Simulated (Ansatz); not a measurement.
C₁₀H₂₂N₂Sn⁺, that is SnMe2(pyrrolidide)2 with one electron fewer, relaxed as a doublet with UKS r2SCAN-D4/def2-SVP in Ansatz, starting from the r2SCAN-D4/def2-SVP geometry of the neutral singlet. Force threshold 0.03 eV/Å.

In the def2 sets Sn takes a core potential; there is no spin–orbit coupling.

Start:

```xyz
35

Sn   -0.6500    1.0283   -0.4073
C     0.1101    3.0332   -0.2988
H    -0.1032    3.5854   -1.2256
H     1.1986    2.9984   -0.1461
H    -0.3569    3.5602    0.5458
C    -2.6098    0.7862   -1.2797
H    -3.3703    1.1771   -0.5876
H    -2.8095   -0.2786   -1.4690
H    -2.6745    1.3346   -2.2307
N    -0.7963    0.3014    1.4988
C     0.3369    0.3092    2.4081
C    -0.2876   -0.0765    3.7673
C    -1.5753   -0.8532    3.3906
C    -1.5614   -0.8823    1.8481
H     0.8322    1.2957    2.4251
H     1.1142   -0.4409    2.1298
H    -0.5372    0.8276    4.3438
H     0.4064   -0.6748    4.3786
H    -1.6040   -1.8673    3.8199
H    -2.4675   -0.3171    3.7495
H    -1.0766   -1.8283    1.5061
H    -2.5723   -0.8572    1.4064
N     0.8139   -0.0645   -1.3668
C     0.7414   -1.5155   -1.4157
C     2.0682   -1.9226   -2.0957
C     2.4866   -0.6663   -2.9012
C     1.3363    0.3327   -2.6630
H    -0.1136   -1.8890   -2.0306
H     0.6263   -1.9428   -0.4046
H     1.9412   -2.8122   -2.7327
H     2.8277   -2.1669   -1.3373
H     3.4285   -0.2536   -2.5083
H     2.6365   -0.8748   -3.9724
H     1.6735    1.3841   -2.6578
H     0.5876    0.2303   -3.4869
```

Task: Estimate the energy that the relaxation releases and the steps that it takes.

Result: 18.0 kcal/mol, in 56 steps; 3.7 min on 2 threads of AMD EPYC 7R13 on a shared host and a share (18 GiB) of an NVIDIA H100 80GB HBM3. The force fell under the threshold at step 54, but the optimiser went on. No frequencies were taken in this run, so the end may be a saddle point.

Task: Does the start keep its bonding?

Result: By distances, no bond broke or formed. The bond that changes most is Sn1–N10, from 2.05 to 2.09 Å (atoms count from 1). A close non-bonded pair moves further: H16–H34, from 5.15 to 2.19 Å.

Task: Predict the relaxed structure.

Result: 
Cartesian coordinates in Å:
```
Sn -1.1011 1.2516 -0.7089
C -0.3594 3.2435 -0.8060
H -0.2759 3.5556 -1.8574
H 0.6309 3.2898 -0.3300
H -1.0503 3.9195 -0.2816
C -2.9959 0.5252 -1.3501
H -3.7934 1.0382 -0.7944
H -3.0554 -0.5563 -1.1625
H -3.1235 0.7188 -2.4245
N -0.7619 0.5137 1.2189
C 0.3533 0.9346 2.0650
C 0.6576 -0.2735 2.9549
C -0.7144 -0.9362 3.0873
C -1.2962 -0.7599 1.6825
H 0.0414 1.8131 2.6682
H 1.2207 1.2711 1.4653
H 1.1059 0.0108 3.9177
H 1.3624 -0.9508 2.4421
H -0.6695 -1.9900 3.3973
H -1.3363 -0.3944 3.8196
H -0.9572 -1.5921 1.0198
H -2.4000 -0.7641 1.6450
N 0.3571 -0.0289 -1.4908
C 0.1095 -1.4412 -1.7475
C 1.4653 -1.9999 -2.1866
C 2.4427 -1.1607 -1.3622
C 1.7941 0.2253 -1.3994
H -0.6979 -1.5737 -2.4894
H -0.2337 -1.9550 -0.8175
H 1.6134 -1.8167 -3.2641
H 1.5533 -3.0817 -2.0126
H 2.4820 -1.5305 -0.3228
H 3.4685 -1.1606 -1.7576
H 2.0449 0.8559 -0.5254
H 2.1190 0.7994 -2.2923
```
Bond lengths: 6 × C–C 1.53 Å; 4 × C–N 1.46 Å; 2 × C–Sn 2.13 Å; 2 × N–Sn 2.09 Å; 22 × C–H 1.10 to 1.12 Å.
